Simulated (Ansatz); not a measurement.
Total energies of Cu(NH3)Me (CH6CuN) from Ansatz at r2SCAN-D4/def2-TZVPD, gas phase (1 Eh = 27.2114 eV = 2625.5 kJ/mol). The reference geometry is relaxed at PBE0-D4/def2-TZVP.

```csv
state,geometry,energy (Eh)
charge 0 singlet,reference,-1736.98562
charge -1 doublet,reference,-1736.97188
free Cu atom (doublet),–,-1640.46810
free N atom (quartet),–,-54.58108
free H atom (doublet),–,-0.49993
free C atom (triplet),–,-37.83299
```

**Question.** Work out the vertical electron affinity, to the doublet.

**Answer.** E(charge 0 singlet) − E(charge -1 doublet) = -1736.98562 − (-1736.97188) = -0.01374 Eh = -0.37 eV; negative, so the extra electron isn't bound.

**Question.** What is the binding energy per atom against free atoms?

**Answer.** Atoms: 1 × (-1640.46810) + 1 × (-54.58108) + 6 × (-0.49993) + 1 × (-37.83299) = -1735.88175 Eh. Binding: -1735.88175 − (-1736.98562) = 1.10387 Eh = 30.04 eV, or 3.34 eV for each of 9 atoms (no zero-point energy, no counterpoise term).

At r2SCAN-D4/def2-TZVPD the highest occupied level of the charge -1 doublet lies above zero (up to 1.97 eV). By energy differences it is unbound by 0.37 eV (vertical, to the charge 0 singlet, at r2SCAN-D4/def2-TZVPD) and held by the finite basis.
